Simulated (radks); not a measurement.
Spherical quantum dot in the effective-mass picture: electrons in a parabolic well V = omega^2 r^2 / 2 with omega = 1.59, with a point charge +1 (a donor) at the centre, all in effective atomic units (hartree* = m*/eps^2 hartree, bohr* = eps/m* bohr), one dielectric constant everywhere. Calculated with a radial shooting solver with Libxc functionals: non-relativistic Kohn-Sham, PBE, spin-polarised, spherical densities. Levels are named by radial order and angular momentum (1s, 1p, 1d, 2s, ...), and open shells are averaged over m.

N = 27, configuration 1s2 1p6 1d10 2s2 1f(up 7, down 0). This is the lowest configuration that the search found. Occupied and some empty levels:

level    occupation  eigenvalue (hartree*)  <r> (bohr*)
1s up             1                 16.370        1.110
1s down           1                 16.396        1.082
1p up             3                 17.357        1.608
1p down           3                 17.434        1.582
2s up             1                 18.066        1.610
2s down           1                 18.149        1.618
1d up             5                 18.237        1.872
1d down           5                 18.341        1.858
1f up             7                 19.173        2.066
1f down           0                 19.291        2.061
2p up             0                 19.334        1.810
2p down           0                 19.407        1.822
1g up             0                 20.176        2.227
1g down           0                 20.299        2.228
2d up             0                 20.476        2.015
2d down           0                 20.548        2.023

Energy (hartree*): total 312.602, kinetic 44.881, external 101.25, Hartree 182.85, exchange-correlation -16.377.

Electron density:

r (bohr*)  n(r) (e/bohr*^3)
0.169                 1.582
0.357                 1.067
0.545                0.7423
0.733                0.5686
0.921                0.5058
1.11                 0.5096
1.30                 0.5359
1.49                 0.5474
1.67                 0.5207
1.86                 0.4509
2.05                 0.3502
2.24                 0.2410
2.43                 0.1452
2.61                0.07655
2.80                0.03529
2.99                0.01426
3.18               0.005038
3.37               0.001553
3.55              0.0004172
3.74             0.00009740
